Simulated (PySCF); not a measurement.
Excitations are Tamm–Dancoff values on a coarser integration grid. The basis has no diffuse functions, so Rydberg states are missing or too high.

Species: C$_{3}$H$_{3}$F, SMILES `C=C=CF` (charge 0, multiplicity 1).

Problem. What S1–T1 gap (TDA), dipole moment and S1 oscillator strength does ωB97X-D3(BJ)/def2-TZVP // PBE0-D3(BJ)/def2-TZVP run with PySCF give?

Solution. 
- S1–T1 gap (TDA) = 0.52 eV
- dipole moment = 1.73 D
- S1 oscillator strength = 0.001
